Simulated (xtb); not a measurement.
C₄H₁₂Sn (SMILES [CH3][Sn]([CH3])([CH3])[CH3]), singlet, from a rough starting geometry (GFN-xTB shapes and energies of metal compounds can be far from the true ones); xtb with GFN2-xTB.

xtb was given this input:
```
$ xtb mol.xyz --gfn 2 --opt vtight --json

# file mol.xyz
17

C     -0.33261851    -1.49335251    -1.54848712
Sn    -0.01255743    -0.00203759    -0.01047437
C     -0.02460439     1.94801458    -0.93873148
C     -1.58716384    -0.14831939     1.53434610
C      1.98528206    -0.31900241     0.94720091
H     -1.15435746    -1.23121357    -2.17404245
H     -0.56093122    -2.50864734    -1.04796001
H      0.55652373    -1.56857364    -2.15549141
H      0.73761281     2.63692805    -0.46585350
H     -1.01946559     2.45260326    -0.79382950
H      0.12557647     1.92606889    -2.00921329
H     -2.53286880    -0.14668848     1.04669975
H     -1.41853563    -1.10535081     2.10873756
H     -1.60883566     0.58929816     2.20479481
H      2.18002913    -1.39050914     1.00166763
H      2.72905387     0.24549224     0.40790126
H      1.96257500     0.01163785     1.94246837
```

What the program printed (banner, timings and long lists left out):

```
   ID    Z sym.   atoms
    1    6 C      1, 3-5
    2   50 Sn     2
    3    1 H      6-17

           -------------------------------------------------
          |                Calculation Setup                |
           -------------------------------------------------

           -------------------------------------------------
          |                 G F N 2 - x T B                 |
           -------------------------------------------------

          ...................................................
          :                      SETUP                      :
          :.................................................:
          :  # basis functions                  38          :
          :  # atomic orbitals                  37          :
          :  # shells                           23          :
          :  # electrons                        32          :
          :  max. iterations                   250          :
          :  Hamiltonian                  GFN2-xTB          :
          :  restarted?                      false          :
          :  GBSA solvation                  false          :
          :  PC potential                    false          :
          :  electronic temp.          300.0000000     K    :
          :  accuracy                    1.0000000          :
          :  -> integral cutoff          0.2500000E+02      :
          :  -> integral neglect         0.1000000E-07      :
          :  -> SCF convergence          0.1000000E-05 Eh   :
          :  -> wf. convergence          0.1000000E-03 e    :
          :  Broyden damping             0.4000000          :
          :  net charge                          0          :
          :  unpaired electrons                  0          :
          ...................................................

 iter      E             dE          RMSdq      gap      omega  full diag
   1    -16.4458418 -0.164458E+02  0.428E+00    5.56       0.0  T
   2    -15.9378567  0.507985E+00  0.418E+00    5.19       1.0  T
   3    -16.8764885 -0.938632E+00  0.148E+00    5.18       1.0  T
   4    -16.9203578 -0.438693E-01  0.593E-01    5.13       1.0  T
   5    -16.9208802 -0.522401E-03  0.198E-01    5.09       1.0  T
   6    -16.9210090 -0.128837E-03  0.973E-02    5.10       1.0  T
   7    -16.9210189 -0.983062E-05  0.209E-02    5.09       1.2  T
   8    -16.9210194 -0.554015E-06  0.142E-02    5.09       1.7  T
   9    -16.9210190  0.442995E-06  0.132E-02    5.09       1.8  T
  10    -16.9210199 -0.889840E-06  0.222E-03    5.09      10.9  T
  11    -16.9210199 -0.385654E-07  0.816E-04    5.09      29.7  T
  12    -16.9210199 -0.352813E-08  0.197E-04    5.09     123.0  T

   *** convergence criteria satisfied after 12 iterations ***

         :::::::::::::::::::::::::::::::::::::::::::::::::::::
         ::                     SUMMARY                     ::
         :::::::::::::::::::::::::::::::::::::::::::::::::::::
         :: total energy             -16.688508314332 Eh    ::
         :: gradient norm              0.136315512929 Eh/a0 ::
         :: HOMO-LUMO gap              5.090194195446 eV    ::
         ::.................................................::
         :: SCC energy               -16.920943027158 Eh    ::
         :: -> isotropic ES            0.009550975187 Eh    ::
         :: -> anisotropic ES          0.006558181776 Eh    ::
         :: -> anisotropic XC          0.012182960776 Eh    ::
         :: -> dispersion             -0.009455158803 Eh    ::
         :: repulsion energy           0.232434712826 Eh    ::
         :: add. restraining           0.000000000000 Eh    ::
         :: total charge              -0.000000000000 e     ::
         :::::::::::::::::::::::::::::::::::::::::::::::::::::

      -----------------------------------------------------------
     |                   =====================                   |
     |                        A N C O P T                        |
     |                   =====================                   |
     |               Approximate Normal Coordinate               |
     |                Rational Function Optimizer                |
      -----------------------------------------------------------
      -----------------------------------------------------------
     |                   =====================                   |
     |                        A N C O P T                        |
     |                   =====================                   |
     |               Approximate Normal Coordinate               |
     |                Rational Function Optimizer                |
      -----------------------------------------------------------

          ...................................................
          :                      SETUP                      :
          :.................................................:
          :   optimization level         verytight          :
          :   max. optcycles                   340          :
          :   ANC micro-cycles                  20          :
          :   degrees of freedom                45          :
          :.................................................:
          :   RF solver                   davidson          :
          :   write xtbopt.log                true          :
          :   linear?                        false          :
          :   energy convergence         0.1000000E-06 Eh   :
          :   grad. convergence          0.2000000E-03 Eh/α :
          :   maxmium RF displ.          1.0000000          :
          :   Hlow (freq-cutoff)         0.1000000E-01      :
          :   Hmax (freq-cutoff)         5.0000000          :
          :   S6 in model hess.         20.0000000          :
          ...................................................

generating ANC from exact Hessian ...
Using Lindh-Hessian (1995)
 Shifting diagonal of input Hessian by    9.7889660258295916E-003
 Lowest  eigenvalues of input Hessian
[...]
 * total energy  :   -16.7045841 Eh     change       -0.4428830E-06 Eh
 * total energy  :   -16.7045843 Eh     change       -0.1175310E-06 Eh
 * total energy  :   -16.7045845 Eh     change       -0.2019078E-06 Eh
 * total energy  :   -16.7045847 Eh     change       -0.2108167E-06 Eh
 * total energy  :   -16.7045849 Eh     change       -0.2208856E-06 Eh
 * total energy  :   -16.7045851 Eh     change       -0.2018981E-06 Eh
 * total energy  :   -16.7045853 Eh     change       -0.1777704E-06 Eh
 * total energy  :   -16.7045855 Eh     change       -0.1924539E-06 Eh
 * total energy  :   -16.7045857 Eh     change       -0.2420258E-06 Eh
 * total energy  :   -16.7045860 Eh     change       -0.2567098E-06 Eh
 * total energy  :   -16.7045861 Eh     change       -0.1533106E-06 Eh
 * total energy  :   -16.7045862 Eh     change       -0.5371477E-07 Eh
   *** GEOMETRY OPTIMIZATION CONVERGED AFTER 54 ITERATIONS ***
         :: total energy             -16.704586182439 Eh    ::
[...]
           -------------------------------------------------

    * Orbital Energies and Occupations

         #    Occupation            Energy/Eh            Energy/eV
      -------------------------------------------------------------
         1        2.0000           -0.7710808             -20.9822
       ...           ...                  ...                  ...
         4        2.0000           -0.5731366             -15.5958
         5        2.0000           -0.5616027             -15.2820
         6        2.0000           -0.4703887             -12.7999
         7        2.0000           -0.4703789             -12.7997
         8        2.0000           -0.4703782             -12.7996
         9        2.0000           -0.4653275             -12.6622
        10        2.0000           -0.4653219             -12.6621
        11        2.0000           -0.4630335             -12.5998
        12        2.0000           -0.4630307             -12.5997
        13        2.0000           -0.4630256             -12.5996
        14        2.0000           -0.4003748             -10.8948
        15        2.0000           -0.4003622             -10.8944
        16        2.0000           -0.4003429             -10.8939 (HOMO)
        17                         -0.2080850              -5.6623 (LUMO)
        18                         -0.0550488              -1.4980
        19                         -0.0550157              -1.4971
        20                         -0.0549480              -1.4952
        21                          0.0379343               1.0322
        22                          0.0379788               1.0335
        23                          0.1200893               3.2678
        24                          0.1201047               3.2682
        25                          0.1201218               3.2687
        26                          0.1891711               5.1476
        27                          0.2001912               5.4475
       ...                                ...                  ...
        37                          0.7173705              19.5206
      -------------------------------------------------------------
                  HL-Gap            0.1922579 Eh            5.2316 eV
             Fermi-level           -0.3042139 Eh           -8.2781 eV

     #   Z          covCN         q      C6AA      α(0)
     1   6 C        3.648    -0.144    23.654     6.988
     2  50 Sn       3.494     0.118   332.098    33.392
     3   6 C        3.648    -0.144    23.654     6.988
     4   6 C        3.648    -0.144    23.654     6.988
     5   6 C        3.648    -0.144    23.654     6.988
     6   1 H        0.926     0.038     2.472     2.459
     7   1 H        0.926     0.038     2.472     2.459
     8   1 H        0.926     0.038     2.472     2.459
     9   1 H        0.926     0.038     2.472     2.459
    10   1 H        0.926     0.038     2.472     2.459
    11   1 H        0.926     0.038     2.472     2.459
    12   1 H        0.926     0.038     2.472     2.459
    13   1 H        0.926     0.038     2.472     2.459
    14   1 H        0.926     0.038     2.472     2.459
    15   1 H        0.926     0.038     2.472     2.459
    16   1 H        0.926     0.038     2.472     2.459
    17   1 H        0.926     0.038     2.472     2.459

 Mol. C6AA /au·bohr⁶  :       3168.949000
 Mol. C8AA /au·bohr⁸  :     138770.928622
 Mol. α(0) /au        :         90.847433

Wiberg/Mayer (AO) data.
largest (>0.10) Wiberg bond orders for each atom

 ---------------------------------------------------------------------------
     #   Z sym  total        # sym  WBO       # sym  WBO       # sym  WBO
 ---------------------------------------------------------------------------
     1   6 C    3.989 --     6 H    0.983     7 H    0.983     8 H    0.983
                             2 Sn   0.735
     2  50 Sn   3.052 --     1 C    0.735     3 C    0.735     5 C    0.735
                             4 C    0.735
     3   6 C    3.989 --     9 H    0.983    10 H    0.983    11 H    0.983
                             2 Sn   0.735
     4   6 C    3.989 --    12 H    0.983    13 H    0.983    14 H    0.983
                             2 Sn   0.735
     5   6 C    3.989 --    17 H    0.983    15 H    0.983    16 H    0.983
                             2 Sn   0.735
     6   1 H    0.998 --     1 C    0.983
     7   1 H    0.998 --     1 C    0.983
     8   1 H    0.998 --     1 C    0.983
     9   1 H    0.998 --     3 C    0.983
    10   1 H    0.998 --     3 C    0.983
    11   1 H    0.998 --     3 C    0.983
    12   1 H    0.998 --     4 C    0.983
    13   1 H    0.998 --     4 C    0.983
    14   1 H    0.998 --     4 C    0.983
    15   1 H    0.998 --     5 C    0.983
    16   1 H    0.998 --     5 C    0.983
    17   1 H    0.998 --     5 C    0.983
 ---------------------------------------------------------------------------

Topologies differ in total number of bonds
Writing topology from bond orders to xtbtopo.mol

molecular dipole:
                 x           y           z       tot (Debye)
 q only:       -0.000      -0.000       0.000
   full:       -0.000      -0.000      -0.000       0.001
molecular quadrupole (traceless):
                xx          xy          yy          xz          yz          zz
 q only:       -0.000       0.000      -0.000      -0.001       0.000       0.001
  q+dip:       -0.000      -0.000      -0.000      -0.002       0.000       0.000
   full:       -0.001      -0.000      -0.001      -0.001      -0.001       0.002

optimized geometry written to: xtbopt.xyz

           -------------------------------------------------
          | TOTAL ENERGY              -16.704586182439 Eh   |
          | GRADIENT NORM               0.000075830766 Eh/α |
          | HOMO-LUMO GAP               5.231602567389 eV   |
           -------------------------------------------------

normal termination of xtb
```
